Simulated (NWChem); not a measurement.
# ZnF cation; SMILES [F][Zn+]

Program: NWChem. Coordinates come from a PBE0/def2-SVP optimisation. Vertical excitations in the gas phase.

### Question
Estimate the computed values for PBE/def2-SVPD, TDA. Quantities: lowest excitation, singlet (eV); oscillator strength of that lowest state; lowest state with f > 0.02, singlet (eV); oscillator strength of that bright state; orbital gap (eV).

### Answer
| Item | Result |
|---|---|
| lowest excitation, singlet (eV) | 2.63 |
| oscillator strength of that lowest state | 0.005 |
| lowest state with f > 0.02, singlet (eV) | 5.35 |
| oscillator strength of that bright state | 0.118 |
| orbital gap (eV) | 2.44 |
